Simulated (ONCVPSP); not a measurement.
**Before and after: ONCV potential for carbon (C)**

carbon (C), optimised norm-conserving Vanderbilt (ONCV), made with ONCVPSP 4.0.1 (PBE, fully relativistic). Core [He], reference 2s2 2p1 (charge +1). Waves: 2s: rc 0.85 bohr, ncon 4, nbas 7, qcut 7.2 1/bohr, local; 2p: rc 2.15 bohr, ncon 4, nbas 8, qcut 7 1/bohr, 1 projector; d scattering state at 0.38 Ha: rc 2.05 bohr, ncon 4, nbas 8, qcut 4.1 1/bohr, 3 projectors, debl 3.5 Ha. Local part: the s channel. Core correction: polynomial model core, fcfact 0.25.

Open shells are filled in proportion to 2j + 1.

All-electron outer shells of the reference configuration (PBE, scalar-relativistic, ld1.x):

```json
{"shell": "1s", "level (eV)": "-288.39", "outermost node (bohr)": "–", "outermost maximum (bohr)": "0.17"}
{"shell": "2s", "level (eV)": "-25.76", "outermost node (bohr)": "0.38", "outermost maximum (bohr)": "1.17"}
{"shell": "2p", "level (eV)": "-17.00", "outermost node (bohr)": "–", "outermost maximum (bohr)": "1.11"}
```

Change: p: rc 2.56.

Cutoffs: the cutoffs (Ha) at which the residual kinetic energy of the hardest occupied pseudo-wave falls to 1 and 0.1 mHa per electron; they do not see the model core or the augmentation charge, which bear on the density cutoff. Errors are all-electron minus pseudo energies relative to the spin-unpolarised reference configuration.

Question: What does the change do?

Answer: The potential gets neither clearly harder nor softer (38 Ha and 158 Ha → 38 Ha and 158 Ha); of the 4 tests that both files solve, the error grows in 4 and shrinks in 0 by more than 15 % and 0.3 meV (median size 112.9 → 169.3 meV); neither file shows a bound ghost. More of the atom is replaced by a form fitted at one configuration, so other configurations suffer.

| quantity | base | changed |
| --- | --- | --- |
| cutoff, loose | 38 Ha | 38 Ha |
| cutoff, tight | 158 Ha | 158 Ha |
| loose cutoff by channel | s 38 Ha, p 15 Ha | s 38 Ha, p 13 Ha |
| bound ghosts | none | none |
| GHOST(+) flags under 300 eV | none | none |
| error for 2s2 2p2, meV [ΔE -10.86 eV] | +30 | +50 |
| error for 2s2 2p0, meV [ΔE 24.16 eV] | +150 | +220 |
| error for 2s1 2p0, meV [ΔE 72.35 eV] | +414 | +577 |
| error for 2s1 2p3, meV [ΔE -2.38 eV] | +76 | +118 |
| s: phases at 0.86 bohr within 0.05 rad from the reference energy up to (Ha; the scan ends near 5) | 4.5 | 4.5 |
| d5/2: phases at 2.09 bohr within 0.05 rad from the reference energy up to (Ha; the scan ends near 5) | to the end of the scan | to the end of the scan |
| d3/2: phases at 2.09 bohr within 0.05 rad from the reference energy up to (Ha; the scan ends near 5) | to the end of the scan | to the end of the scan |
| rms error of d²Exc/dni dnj with the model core, mHa | 8.97 | 9.02 |
